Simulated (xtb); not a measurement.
trichloroethylene (C₂HCl₃), singlet, at a GFN2-xTB geometry, atoms displaced at random by about 0.05 Å a coordinate; xtb 6.7.1 with GFN2-xTB.

Input for xtb:
```
$ xtb mol.xyz --gfn 2 --opt loose --json

# file mol.xyz
6

Cl     2.11621073     0.70666879     0.03734101
C      0.93889381    -0.55333592    -0.03148219
C     -0.37967949    -0.26288796     0.03865835
Cl    -0.98110541     1.32458852     0.08189569
Cl    -1.52138952    -1.61615158    -0.03345564
H      1.30382868    -1.60099754     0.03549336
```

It wrote (shortened):

```
   ID    Z sym.   atoms
    1   17 Cl     1, 4, 5
    2    6 C      2, 3
    3    1 H      6

           -------------------------------------------------
          |                Calculation Setup                |
           -------------------------------------------------

           -------------------------------------------------
          |                 G F N 2 - x T B                 |
           -------------------------------------------------

          ...................................................
          :                      SETUP                      :
          :.................................................:
          :  # basis functions                  39          :
          :  # atomic orbitals                  36          :
          :  # shells                           14          :
          :  # electrons                        30          :
          :  max. iterations                   250          :
          :  Hamiltonian                  GFN2-xTB          :
          :  restarted?                      false          :
          :  GBSA solvation                  false          :
          :  PC potential                    false          :
          :  electronic temp.          300.0000000     K    :
          :  accuracy                    1.0000000          :
          :  -> integral cutoff          0.2500000E+02      :
          :  -> integral neglect         0.1000000E-07      :
          :  -> SCF convergence          0.1000000E-05 Eh   :
          :  -> wf. convergence          0.1000000E-03 e    :
          :  Broyden damping             0.4000000          :
          :  net charge                          0          :
          :  unpaired electrons                  0          :
          ...................................................

 iter      E             dE          RMSdq      gap      omega  full diag
   1    -18.4559657 -0.184560E+02  0.525E+00    4.29       0.0  T
   2    -18.4748360 -0.188703E-01  0.331E+00    3.66       1.0  T
   3    -18.4717252  0.311083E-02  0.194E+00    3.92       1.0  T
   4    -18.4798208 -0.809565E-02  0.893E-01    3.84       1.0  T
   5    -18.4826714 -0.285059E-02  0.102E-01    3.78       1.0  T
   6    -18.4826774 -0.598296E-05  0.563E-02    3.79       1.0  T
   7    -18.4826824 -0.493684E-05  0.340E-02    3.78       1.2  T
   8    -18.4826849 -0.250702E-05  0.130E-02    3.78       3.1  T
   9    -18.4826852 -0.386326E-06  0.662E-03    3.78       6.2  T
  10    -18.4826853 -0.841656E-07  0.456E-03    3.78       9.0  T
  11    -18.4826854 -0.622111E-07  0.199E-03    3.78      20.5  T
  12    -18.4826854 -0.112001E-07  0.529E-04    3.78      77.1  T
  13    -18.4826854 -0.506283E-09  0.371E-04    3.78     110.0  T

   *** convergence criteria satisfied after 13 iterations ***

         :::::::::::::::::::::::::::::::::::::::::::::::::::::
         ::                     SUMMARY                     ::
         :::::::::::::::::::::::::::::::::::::::::::::::::::::
         :: total energy             -18.408532817565 Eh    ::
         :: gradient norm              0.043751444737 Eh/a0 ::
         :: HOMO-LUMO gap              3.782765042486 eV    ::
         ::.................................................::
         :: SCC energy               -18.482684177720 Eh    ::
         :: -> isotropic ES            0.007636120983 Eh    ::
         :: -> anisotropic ES          0.000255447583 Eh    ::
         :: -> anisotropic XC          0.003483207384 Eh    ::
         :: -> dispersion             -0.005410735640 Eh    ::
         :: repulsion energy           0.074151360155 Eh    ::
         :: add. restraining           0.000000000000 Eh    ::
         :: total charge               0.000000000000 e     ::
         :::::::::::::::::::::::::::::::::::::::::::::::::::::

      -----------------------------------------------------------
     |                   =====================                   |
[...]
 * total energy  :   -18.4085328 Eh     change       -0.4160405E-09 Eh
 * total energy  :   -18.4113484 Eh     change       -0.2815591E-02 Eh
 * total energy  :   -18.4115673 Eh     change       -0.2188448E-03 Eh
 * total energy  :   -18.4119182 Eh     change       -0.3509016E-03 Eh
 * total energy  :   -18.4119733 Eh     change       -0.5516451E-04 Eh
 * total energy  :   -18.4120426 Eh     change       -0.6924171E-04 Eh
 * total energy  :   -18.4120585 Eh     change       -0.1589480E-04 Eh
   *** GEOMETRY OPTIMIZATION CONVERGED AFTER 7 ITERATIONS ***
         :: total energy             -18.412058457218 Eh    ::
[...]
         6        2.0000           -0.5732981             -15.6002
         7        2.0000           -0.5530220             -15.0485
         8        2.0000           -0.5392983             -14.6751
         9        2.0000           -0.5130291             -13.9602
        10        2.0000           -0.4743362             -12.9073
        11        2.0000           -0.4592376             -12.4965
        12        2.0000           -0.4582873             -12.4706
        13        2.0000           -0.4487812             -12.2120
        14        2.0000           -0.4421168             -12.0306
        15        2.0000           -0.4127349             -11.2311 (HOMO)
        16                         -0.2670960              -7.2681 (LUMO)
        17                         -0.2067389              -5.6257
        18                         -0.1736843              -4.7262
        19                         -0.1235960              -3.3632
        20                         -0.0195582              -0.5322
        21                         -0.0159978              -0.4353
        22                         -0.0148262              -0.4034
        23                         -0.0143953              -0.3917
        24                         -0.0135680              -0.3692
        25                         -0.0125812              -0.3424
        26                         -0.0123172              -0.3352
       ...                                ...                  ...
        36                          0.5375258              14.6268
      -------------------------------------------------------------
                  HL-Gap            0.1456389 Eh            3.9630 eV
             Fermi-level           -0.3399155 Eh           -9.2496 eV

     #   Z          covCN         q      C6AA      α(0)
     1  17 Cl       0.953    -0.097   102.171    15.464
     2   6 C        2.894     0.018    27.613     8.616
     3   6 C        2.813     0.149    24.748     8.151
     4  17 Cl       1.092    -0.080   101.677    15.427
     5  17 Cl       1.096    -0.095   102.148    15.463
     6   1 H        0.926     0.106     1.735     2.060

 Mol. C6AA /au·bohr⁶  :       1750.285364
 Mol. C8AA /au·bohr⁸  :      65155.061493
 Mol. α(0) /au        :         65.179349

Wiberg/Mayer (AO) data.
largest (>0.10) Wiberg bond orders for each atom

 ---------------------------------------------------------------------------
     #   Z sym  total        # sym  WBO       # sym  WBO       # sym  WBO
 ---------------------------------------------------------------------------
     1  17 Cl   1.185 --     2 C    1.026
     2   6 C    3.920 --     3 C    1.763     1 Cl   1.026     6 H    0.952
     3   6 C    3.890 --     2 C    1.763     4 Cl   1.026     5 Cl   1.004
     4  17 Cl   1.205 --     3 C    1.026
     5  17 Cl   1.176 --     3 C    1.004
     6   1 H    0.989 --     2 C    0.952
 ---------------------------------------------------------------------------

Topologies differ in total number of bonds
Writing topology from bond orders to xtbtopo.mol

molecular dipole:
                 x           y           z       tot (Debye)
 q only:        0.230      -0.450      -0.011
   full:        0.144      -0.288      -0.007       0.819
molecular quadrupole (traceless):
                xx          xy          yy          xz          yz          zz
 q only:       -1.628      -2.518       0.456      -0.046      -0.058       1.172
  q+dip:       -1.323      -3.427       0.598      -0.076      -0.030       0.725
   full:       -1.816      -2.457       1.306      -0.051      -0.006       0.510

optimized geometry written to: xtbopt.xyz

           -------------------------------------------------
          | TOTAL ENERGY              -18.412058457218 Eh   |
          | GRADIENT NORM               0.002087108129 Eh/α |
          | HOMO-LUMO GAP               3.963037034702 eV   |
           -------------------------------------------------

normal termination of xtb
```
